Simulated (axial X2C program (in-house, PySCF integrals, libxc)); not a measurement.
# SnSi at several levels of theory

All values were computed with an in-house relativistic program for diatomic molecules. Spin-free means the one-electron spin-free X2C Hamiltonian. Basis: Sn dyall-cv3z [11s12p9d4f1g], Si dyall-v3z [8s7p2d1f] (cores contracted in-house); Gaussian nuclei, density fitting, unrestricted open shells. Masses: Sn 119.902 u, Si 27.977 u.

State, spin-free: M_S = 1, Λ = 0 (beyond evenly filled blocks: π+α, π-α); electrons by block: σα: 15, σβ: 15, π+α: 7, π+β: 6, π-α: 7, π-β: 6, δ+α: 2, δ+β: 2, δ-α: 2, δ-β: 2. Fragments: Sn + Si.

```
Hamiltonian    level  Re (Å)  ωe (cm⁻¹)  Be (cm⁻¹)  αe (cm⁻¹)  De (eV)  D0 (eV)  k (mdyn/Å)  μ (D)
  spin-free     PBE0   2.513      354.8     0.1177   0.000442     2.75     2.73        1.68  -1.03
  spin-free       HF   2.480      392.1     0.1209   0.000391     1.19     1.16        2.05  -1.08
  spin-free      MP2   2.501      355.6     0.1188   0.000501     2.46     2.44        1.69    n/a
  spin-free     CCSD   2.504      360.3     0.1185   0.000448     2.45     2.43        1.74    n/a
  spin-free  CCSD(T)   2.521      346.1      0.117   0.000478      n/a      n/a         1.6    n/a
  spin-free      LDA   2.520      338.7      0.117   0.000475     3.48     3.45        1.53  -0.78
```

Correlated methods: 18 electrons correlated (number of frozen shells: Sn 4 s, 3 p, 1 d; Si 2 s, 1 p), 230 virtual spin orbitals or spinors in MP2, 110 natural virtuals in coupled cluster.

Dipoles are positive if Si is the positive end.

The state is one determinant whose occupation by symmetry is held fixed; it was picked as the lowest of a PBE0 search that is not exhaustive. De is counted from the lowest determinant-based energies of the atoms at the same level, without counterpoise correction. De is not given where an atomic determinant may have missed its ground term or J level, or where the truncated virtual space spoils (T). Coupled cluster ran in a truncated set of natural virtual spinors; the MP2 energy of the rest was added. (T) has no such correction and the atoms are truncated less, which lowers De at CCSD(T) by a hundredth of an eV or more. PBE0 can misorder states that lie within some tenths of an eV, so this need not be the ground state of the molecule. The nearest other spin-free determinant of the search, M_S = 1, Λ = 1, lies 0.37 eV up at the distance of the search. Without a current term, density functionals place determinants with orbital angular momentum somewhat too high. At some level and bond length an empty orbital lies below a filled one. Some points did not converge and are left out. The stretched end of a curve changes character and is left out. Spin-free De lacks the spin–orbit lowering of the heavy p-block atom, a tenth of an eV or more for 4p and 5p, up to an eV for 6p and one to two eV for 7p atoms, less what an open-shell molecule gains itself.

No reliable constants came from CCSD (2c), CCSD(T) (2c), HF (2c), LDA (2c), MP2 (2c), PBE0 (2c): no minimum in range, unconverged points, a curve that is not smooth, a change of character along it, or the two Hamiltonians disagreeing along it.

The whole task took 7 min on 1 thread of Arm Neoverse V1, with other jobs on the host.
